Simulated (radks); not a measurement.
Problem. The titanium ion Ti7+ is in [Ne] 3s2 3p3. Method: scalar-relativistic Kohn-Sham, r2SCAN, spin-polarised, spherical densities, finite nucleus; meta-GGA in the generalised Kohn-Sham scheme; Fermi nuclear charge, rms radius of each element as measured or else 0.836 A^(1/3) + 0.57 fm; computed with a radial shooting solver on a logarithmic mesh with Libxc functionals. Open shells are filled with parallel spins first. One electron is removed from 3p, 2s, 2p, 3s in turn, with full relaxation. Which removal costs least, and what does each cost?

Solution. 3p 170.11 eV; 3s 185.05 eV; 2p 618.07 eV; 2s 709.37 eV. The 3p electron leaves first.
